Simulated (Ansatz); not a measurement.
Ideal-gas functions of AlH₄NSeSi, SMILES `[SeH][SiH]1[NH][AlH]1` at 400 K and 1 bar, from an Ansatz frequency run at PBE0-D4/def2-TZVP.

Molar mass 152.07 g/mol, point group C1 (symmetry number 1), electronic degeneracy 1, moments of inertia 56.706, 451.883, 466.842 u Å². Harmonic wavenumbers (cm⁻¹, unscaled): 99, 139, 198, 333, 411, 444, 511, 582, 626, 664, 715, 806, 886, 952, 1946, 2186, 2441, 3595.

Use S(trans) = R[1.5 ln M + 2.5 ln T − 1.1517]; rotational temperatures θ = 24.2544 K / I; S(rot) = R[ln(√π/σ · √(T³/θAθBθC)) + 1.5]; for each mode x = 1.438777 ν̃/T, S = R[x/(eˣ − 1) − ln(1 − e⁻ˣ)] and H = RT x/(eˣ − 1); 1 cm⁻¹ = 0.0119627 kJ/mol; R = 8.31446 J/(mol·K).

Q: By hand: the entropy, in J/(mol·K).

A: Translation 177.6. Rotation: θ = 0.4277, 0.0537, 0.052 K, giving 119.9. Vibration, mode by mode: 16.94, 14.16, 11.31, 7.29, 5.78, 5.25, 4.33, 3.54, 3.13, 2.81, 2.43, 1.88, 1.49, 1.23, 0.06, 0.03, 0.01, 0.00, in all 81.7. Electronic 0.0. Sum 379.2 J/(mol·K).

Q: By hand: H − E and G − E in kJ/mol, counted from the electronic energy.

A: Zero-point energy ½ × 17534 × 0.0119627 = 104.9; thermal vibration 18.1; translation, rotation and pV give 4 RT = 13.3. H − E = 136.3 kJ/mol, and G − E = 136.3 − 400 × 379.2/1000 = -15.4 kJ/mol.

Vibration gives 22 % of the entropy, 31.1 J/(mol·K) of it from the modes under 150 cm⁻¹: soft modes count most, and the harmonic formula is weakest for them. The sum counts one conformer and one mirror image; others add a mixing term.
